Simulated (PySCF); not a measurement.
## Potential energy of SrP along the bond

Set-up: Sr def2-SVPD with ECP28, P def2-SVPD; scalar-relativistic core potentials (PySCF 2.14). Energies in eV from Sr + P in their ground configurations at the same level. State: ⁴Σ⁻ (quartet), unpaired electrons σ ↑, π ↑↑.

All columns are B97-3. A positive dipole means Sr(−)P(+).

```tsv
R (Å)	E (eV)	μ (D)	Mulliken charge on Sr (basis-dependent)	HOMO (eV)	LUMO (eV)	Mayer bond order	⟨S²⟩
2.532	-0.567	-3.10	0.24	-3.69	-3.23	1.24	3.75
2.650	-0.917	-3.28	0.28	-3.76	-3.04	1.17	3.75
2.767	-1.117	-3.49	0.30	-3.83	-2.87	1.11	3.75
2.856	-1.197	-3.65	0.31	-3.88	-2.82	1.08	3.76
2.944	-1.230	-3.83	0.31	-3.93	-2.79	1.05	3.76
3.032	-1.229	-4.00	0.31	-3.98	-2.76	1.03	3.76
3.150	-1.189	-4.21	0.30	-4.04	-2.71	0.99	3.76
3.297	-1.099	-4.43	0.29	-4.11	-2.65	0.96	3.76
3.474	-0.960	-4.60	0.27	-4.19	-2.59	0.90	3.76
3.709	-0.764	-4.60	0.23	-4.25	-2.54	0.81	3.77
```

A fit through these points gives, at Re = 2.984 Å, μ = -3.90 D and dμ/dR = -1.93 D/Å; the reduced mass is 22.9 u.

**Question.** How strong is the fundamental in the double-harmonic approximation, I = 42.26·(dμ/dR)²/μred km/mol?

**Answer.** I = 42.26·(-1.93)²/22.9 = 6.87 km/mol at B97-3.

Spin–orbit coupling is left out. The state was picked by a PBE0 search and need not be the measured ground state.
